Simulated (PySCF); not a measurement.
## Two-component Hartree-Fock for Lu(36+) (lutetium, charge +36)

Start: [Ar] 3d10 4s2 4p5; 4p1/2 filled at m_j = +1/2; 4p3/2 filled at m_j = -3/2, -1/2, +1/2, +3/2. Calculated with PySCF 2.14 in an uncontracted even-tempered set (17 s from 3.9 bohr⁻², ratio 2.8; 14 p from 5.1 bohr⁻², ratio 2.8; 8 d from 9 bohr⁻², ratio 2.8; 4 f from 25 bohr⁻², ratio 3): generalised Hartree-Fock with the X2C-1e Hamiltonian and a Gaussian nucleus; one run each with spin-orbit coupling (SO) screened by Boettger's factors, then bare. This is a chosen level, not necessarily the ground level.

```csv
spinor shell,electrons,"ε, screened SO (eV)","ε, bare SO (eV)",weight of nominal j (bare SO),"rms radius, bare SO (bohr)"
1s1/2,2,-65185.1,-65184.0,1.000,0.0219
2s1/2,2,-12511.0,-12510.7,1.000,0.0884
2p1/2,2,-11993.3,-12020.5,1.000,0.0752
2p3/2,4,-10870.6,-10861.5,1.000,0.0825
3s1/2,2,-4033.4,-4033.4,1.000,0.224
3p1/2,2,-3805.5,-3811.5,1.000,0.215
3p3/2,4,-3555.7,-3553.7,1.000,0.229
3d3/2,4,-3181.3,-3186.9,1.000,0.202
3d5/2,6,-3127.3,-3123.9,1.000,0.206
4s1/2,2,-1812.2,-1812.2,1.000,0.474
4p1/2,1,-1719.2,-1721.1,1.000,0.470
4p3/2,4,-1638.5,-1637.9,1.000,0.494
```

```tsv
quantity	screened SO	bare SO
E (hartree)	-13807.71729	-13808.62514
M_J	1/2	1/2
⟨J²⟩	0.751	0.751
⟨L²⟩	2.057	2.061
⟨S²⟩	0.804	0.808
```

Each row is a mean over spinors that exchange with the open shell spreads, by up to 6.367 eV (3p1/2).

Breit and QED terms are absent; they matter most for the inner s and p1/2 levels.

Densities and radii are taken from the X2C orbitals without a picture-change correction, which distorts them close to the nucleus.
